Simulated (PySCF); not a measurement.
C2H7AlClN, SMILES [NH](C)[Al]([Cl])[CH3]. Heavy atoms are numbered as in [Al:1]([Cl:2])([CH3:3])[NH:7][CH3:8]. Hydrogens are named by the atom that carries them.

The structure is a stationary point at B3LYP-D3(BJ)/def2-SVP. The structure was generated by enumeration; whether it is a known compound was not checked. One conformer was computed; it need not be the lowest.

Calculation: PBE0/pcSseg-1 (PySCF).

GIAO shieldings, no solvent; atoms alike by connectivity are averaged. δ = σ(ref) − σ: ³⁵Cl against HCl (σ = 945.9 ppm); ¹³C against TMS (σ = 186.3 ppm); ¹H against TMS (σ = 31.56 ppm); ¹⁵N against NH3 (σ = 267.4 ppm), references at their B3LYP-D3(BJ)/def2-TZVP geometries, non-relativistic (without spin–orbit terms, shifts of atoms bonded to Cl or Br come out too high).

```
nucleus     atoms  count  δ (ppm)
-------  --------  -----  -------
³⁵Cl          Cl2      1    -18.5
¹³C      C8 (CH3)      1     34.5
¹³C      C3 (CH3)      1    -14.5
¹H        H on C8      3     3.04
¹H        H on N7      1     1.48
¹H        H on C3      3     0.05
¹⁵N       N7 (NH)      1     59.5
```
